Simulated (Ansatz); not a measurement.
`C/C=C/C(C)C` and `CC(C)/C=C/C(C)C` differ in one atom or group.

Ansatz, PBE0-D4/def2-TZVP geometries, multiplicity 1. Each molecule was computed in one conformer, which needn't be the lowest.

```tsv
property	`C/C=C/C(C)C`
LUMO energy (ωB97M-V/def2-TZVPP) / eV	2.55
HOMO–LUMO gap (PBE/def2-TZVPP) / eV	5.46
HOMO–LUMO gap (PBE0/def2-TZVPP) / eV	7.58
HOMO energy (PBE0/def2-TZVPP) / eV	-6.90
HOMO energy (ωB97M-V/def2-TZVPP) / eV	-9.14
LUMO energy (PBE/def2-TZVPP) / eV	-0.34
```

What does the change do to each property? (Best estimate.)

Computed: 
```csv
property,`CC(C)/C=C/C(C)C`,shift
LUMO energy (ωB97M-V/def2-TZVPP) / eV,2.47,-0.08
HOMO–LUMO gap (PBE/def2-TZVPP) / eV,5.45,-0.01
HOMO–LUMO gap (PBE0/def2-TZVPP) / eV,7.56,-0.02
HOMO energy (PBE0/def2-TZVPP) / eV,-6.93,-0.03
HOMO energy (ωB97M-V/def2-TZVPP) / eV,-9.18,-0.04
LUMO energy (PBE/def2-TZVPP) / eV,-0.38,-0.04
```
